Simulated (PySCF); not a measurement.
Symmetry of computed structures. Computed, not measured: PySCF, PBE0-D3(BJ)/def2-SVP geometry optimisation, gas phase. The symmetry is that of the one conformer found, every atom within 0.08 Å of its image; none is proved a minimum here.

Task: What symmetry has `[CH2:1]=[N:2][GaH2-:3][N+:4]#[C:5][CH3:6]` with C1–N2–Ga3–N4 1°, N2–Ga3–N4–C5 0°?

Result: Cs; asymmetric top; symmetry number 1; 2 operations, which sort the 13 atoms into 11 sets; dipole 7.72 D, in the ab plane, which is the mirror; heavy atoms equivalent by symmetry: none.

Task: What symmetry has `[SiH3:1][c:2]1[o:3][c:4]2[cH:5][cH:6][cH:7][cH:8][c:9]2[p:10]1` with H–Si1–C2–O3 -60° (nearest H)?

Result: Cs; asymmetric top; symmetry number 1; 2 operations, which sort the 17 atoms into 16 sets; dipole 1.33 D, in the ab plane, which is the mirror; A, B, C = 2614, 644.9, 520.4 MHz; heavy atoms equivalent by symmetry: none.

Task: What symmetry has `[CH2:1]=[C:2]1[CH2:3][CH2:4][CH2:5][CH2:6][C@H:7]1[O:8][CH:9]([CH3:10])[CH3:11]` with C6–C7–O8–C9 -170°, C7–O8–C9–C10 -157°, C1–C2–C3–C4 -124°, C2–C3–C4–C5 -53°, C3–C4–C5–C6 55°, C4–C5–C6–C7 -56°?

Result: C1; asymmetric top; symmetry number 1; this conformer is chiral (no improper operation); dipole 0.59 D; A, B, C = 1624, 768.2, 706.5 MHz.

Task: Point group, rotor type and polarity of `[CH3:1][C:2]([CH3:3])([CH3:4])[Si@@H:5]([NH2:6])[OH:7]` with C2–Si5–N6–H -29° and -172°, C2–Si5–O7–H -78°?

Result: C1; asymmetric top; symmetry number 1; this conformer is chiral (no improper operation); dipole 2.12 D; A, B, C = 2695, 1709, 1433 MHz.

Task: Point group, rotor type and polarity of `[CH3:1][SiH2:2][C:3]#[C:4][SiH3:5]`?

Result: Cs; near-prolate asymmetric top; symmetry number 1; 2 operations, which sort the 13 atoms into 10 sets; dipole 0.91 D, in the ab plane, which is the mirror; A, B, C = 10979, 947.2, 895.4 MHz; heavy atoms equivalent by symmetry: none.
